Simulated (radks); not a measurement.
Values are calculated unless marked as measured or tabulated.
Ionisation of neutral iridium, [Xe] 4f14 5d7 6s2, to Ir+, [Xe] 4f14 5d7 6s1, under several functionals. Scalar-relativistic Kohn-Sham, spin-unpolarised, spherical densities, finite nucleus; a radial shooting solver on a logarithmic mesh with Libxc functionals.

functional,E(Ir) (hartree),Exc (hartree),IE (eV),-e(HOMO) (eV),<r> HOMO (bohr),IE error (eV)
PBEsol,-17819.0604,-340.9540,9.924,6.371,2.885,+0.957
B86b exchange with PBE correlation,-17825.4080,-347.2976,9.901,6.350,2.897,+0.934
exchange-only LDA,-17806.0612,-327.8814,9.087,5.540,2.933,+0.120
TASK exchange with Perdew-Wang LDA correlation,-17823.9177,-343.8127,10.241,6.989,2.807,+1.274
RPBE,-17824.6194,-346.5150,9.765,6.240,2.909,+0.798
revPBE,-17824.4727,-346.3676,9.780,6.250,2.901,+0.813
"LDA (Slater exchange, Perdew-Wang correlation)",-17814.0624,-335.9744,10.173,6.580,2.883,+1.205
BLYP,-17825.0918,-346.9578,9.842,6.255,2.912,+0.875
MS2 meta-GGA,-17823.5842,-344.8409,9.879,6.346,2.890,+0.912

NIST Atomic Spectra Database: 8.967 eV (measured). Closest: exchange-only LDA. The Delta-SCF values span 1.15 eV, the total energies 19.35 hartree. The highest occupied level is 6s. Spin polarisation and multiplet splitting are left out, so open shells lie too high by an amount that depends on their filling. Spin-orbit splitting is averaged out at the scalar-relativistic level.

Beside tabulated values, note that spin-unpolarised runs miss the spin-polarisation part of the exchange energy of open shells.
